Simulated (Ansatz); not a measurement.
Cost and result for the atomization energy of C$_{2}$H$_{5}$BF$_{2}$Si, SMILES `B[SiH]1[C@@H](F)[C@@H]1F` (11 atoms, 11 bonds).

```csv
atom,x (Å),y (Å),z (Å)
B1,0.034,1.542,-1.454
Si2,0.812,0.160,-0.301
C3,-0.081,-0.317,1.324
F4,-1.049,0.415,1.947
C5,-0.462,-1.191,0.206
F6,-0.191,-2.524,0.296
H7,-1.149,1.696,-1.411
H8,0.684,2.222,-2.188
H9,2.236,-0.235,-0.234
H10,0.611,-0.770,2.033
H11,-1.446,-0.998,-0.216
```

Charge 0, multiplicity 1. All single points use the PBE0-D4/def2-TZVP geometry. Program: Ansatz. All runs use 4 threads of an Arm Neoverse V2 on a shared host. Times are those of one run each, without the atoms' runs, and a repeat can differ threefold. Electronic energies, without spin–orbit coupling; frozen cores. CCSD(T)/CBS adds CCSD(T) − MP2 in def2-TZVPP to the MP2 limit, and its time is that of the two runs behind it. T1 = 0.016. B3LYP takes the VWN-RPA correlation (the form of Gaussian; ORCA's B3LYP/G).

CCSD(T)/CBS is a level of theory with its own doubt, some kJ/mol a heavy atom from the limit and from the frozen cores, so smaller differences don't rank the functionals.

```
                             level  functions  wall time
   PBE-D4/def2-TZVPP (with forces)        267      2.5 s
                PBE0-D4/def2-TZVPP        267      2.8 s
 B3LYP-D4/def2-TZVPP (with forces)        267      4.2 s
r2SCAN-D4/def2-TZVPP (with forces)        267      4.7 s
                 B2PLYP/def2-TZVPP        267      6.5 s
                ωB97X-V/def2-TZVPP        267      7.5 s
  ωB97M-V/def2-TZVPP (with forces)        267       11 s
                    MP2/def2-QZVPP        505       25 s
                CCSD(T)/def2-TZVPP        267    3.7 min
                 CCSD(T)/CBS(def2)          –    4.1 min
```

Q: What atomization energy does each give, and how far from CCSD(T)/CBS? (Estimate.)

A: The calculation gave: 
```
                             level  atomization (kJ/mol)  difference from CCSD(T)/CBS  per bond
   PBE-D4/def2-TZVPP (with forces)                4067.8                        150.1      13.6
                PBE0-D4/def2-TZVPP                3968.1                         50.4       4.6
 B3LYP-D4/def2-TZVPP (with forces)                3936.3                         18.6       1.7
r2SCAN-D4/def2-TZVPP (with forces)                3976.7                         59.0       5.4
                 B2PLYP/def2-TZVPP                3889.4                        -28.3      -2.6
                ωB97X-V/def2-TZVPP                3955.6                         37.9       3.4
  ωB97M-V/def2-TZVPP (with forces)                3950.1                         32.4       2.9
                    MP2/def2-QZVPP                3966.8                         49.1       4.5
                CCSD(T)/def2-TZVPP                3813.4                       -104.3      -9.5
                 CCSD(T)/CBS(def2)                3917.7                          0.0       0.0
```

In def2-TZVPP, CCSD(T) changes the Hartree–Fock value by +992.2 kJ/mol (the triples alone add +70.1 kJ/mol) and MP2 by +1083.9 kJ/mol; breaking electron pairs costs correlation energy, which Hartree–Fock lacks. From PBE to PBE0 (25 % exact exchange), in def2-TZVPP and without D4, the atomization energy moves by −96.4 kJ/mol: exact exchange takes away binding that semilocal exchange gives to molecules. The D4 term adds +34.9 kJ/mol with B3LYP and +18.3 kJ/mol with PBE0; it sums over pairs of atoms, weighted by their polarisabilities, and B3LYP, whose exchange is more repulsive, gets the larger term.
